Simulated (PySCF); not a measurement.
# Dipole moment and polarisability of `C=C(C)[SiH2]C#[C][GeH3]`

C₅H₁₀GeSi.
SMILES with atom numbers: `[CH2:1]=[C:2]([CH3:3])[SiH2:4][C:5]#[C:6][GeH3:7]` (hydrogens: H8, H9 on C1; H10, H11, H12 on C3; H13, H14 on Si4; H15, H16, H17 on Ge7)

Structure used (PBE0-D3(BJ)/def2-SVP), in Å, numbered top down from 1:
```
atom  x, y, z in Å
C1    -1.685    0.775   -0.461
C2    -1.960   -0.422    0.072
C3    -3.362   -0.946    0.211
Si4   -0.570   -1.530    0.680
C5     1.055   -0.706    0.448
C6     2.122   -0.128    0.282
Ge7    3.780    0.766    0.022
H8    -0.659    1.144   -0.555
H9    -2.484    1.434   -0.824
H10   -3.489   -1.900   -0.327
H11   -3.611   -1.148    1.267
H12   -4.103   -0.232   -0.182
H13   -0.753   -1.848    2.130
H14   -0.572   -2.825   -0.068
H15    4.594    0.687    1.321
H16    4.537    0.079   -1.123
H17    3.494    2.232   -0.337
```

Level: CAM-B3LYP/def2-SVPD (PySCF), static field, nuclei fixed, core orbitals frozen in the response. The polarisability tensor in these axes (au):

```
x   150.58  18.16  -2.97
y    18.16 115.11 -10.89
z    -2.97 -10.89  92.62
```

**Question.** Diagonalise the tensor; give its mean and Δα, where Δα² is half the sum of the squared differences of the eigenvalues.

**Answer.** Principal values 87.90, 111.44 and 158.98 au; mean 119.44 au = 17.70 Å³ = 19.69 × 10⁻⁴⁰ C²·m²/J; Δα = 62.71 au (53 % of the mean).

**Question.** What is the dipole moment, and where does it point?

**Answer.** (-0.26, 0.52, -0.25) D, 0.63 D in size, pointing from the negative to the positive side. Measured along this direction, the outermost atoms are H14 and H13 at the negative end and H9 at the positive end.

**Question.** Give the principal axes and the span of the nuclei along them.

**Answer.** Largest value along (0.91, 0.40, -0.11), where the nuclei span 8.21 Å; middle along (-0.41, 0.82, -0.41), 4.59 Å; least along (-0.08, 0.41, 0.91), 2.56 Å. The response follows the extents in order.

**Question.** Orientational against electronic polarisability at 350 K (dilute gas, rigid molecules)?

**Answer.** In Gaussian units μ²/3kT = 2.75 Å³ against 17.70 Å³, a ratio of 0.16; the Debye molar polarisation (4π/3)N_A(α + μ²/3kT) is 51.6 cm³/mol, leaving out the vibrational part.

**Question.** Refractivity n − 1 of an ideal gas of it at 500 K and 1 atm, from the electronic α?

**Answer.** N = p/kT = 1.4678 × 10¹⁹ cm⁻³, so n − 1 = 2π × N × 17.70 × 10⁻²⁴ cm³ = 1632 × 10⁻⁶ at long wavelengths.

Isolated species at its PBE0-D3(BJ)/def2-SVP geometry (one conformer only). The calculation is non-relativistic, for germanium too.

The run behind these numbers computed excited states as well. Hardware: Arm Neoverse V2, one thread, shared host. Cost: 59 s wall.
